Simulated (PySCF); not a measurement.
## B²⁺ (boron, charge +2): TPSS calculation

Configuration: [He] 2s1, 2S determinant. Computed with PySCF 2.14 in x2c-TZVPall, with scalar relativity by spin-free X2C-1e.

- Total energy: -23.4464 hartree
- One-electron energy: -27.7593 hartree
- Hartree (Coulomb) energy: 7.6097 hartree
- Exchange-correlation energy: -3.2968 hartree
- ⟨S²⟩: 0.7500
- ⟨L²⟩: 0.000
- Sum of ⟨r⟩: 2.277 bohr
- Sum of ⟨r²⟩: 3.370 bohr²
- Langevin diamagnetic susceptibility: -2.67 ×10⁻⁶ cm³/mol
- Time after the integrals: 0.1 s of wall time on 1 thread of Neoverse-V2 (shared host)

| shell | electrons | mean orbital energy (eV) | rms radius, mean of both spins (bohr) |
| --- | --- | --- | --- |
| 1s α | 1 | -213.35 | 0.380 |
| 1s β | 1 | -212.60 | 0.380 |
| 2s α | 1 | -32.777 | 1.76 |
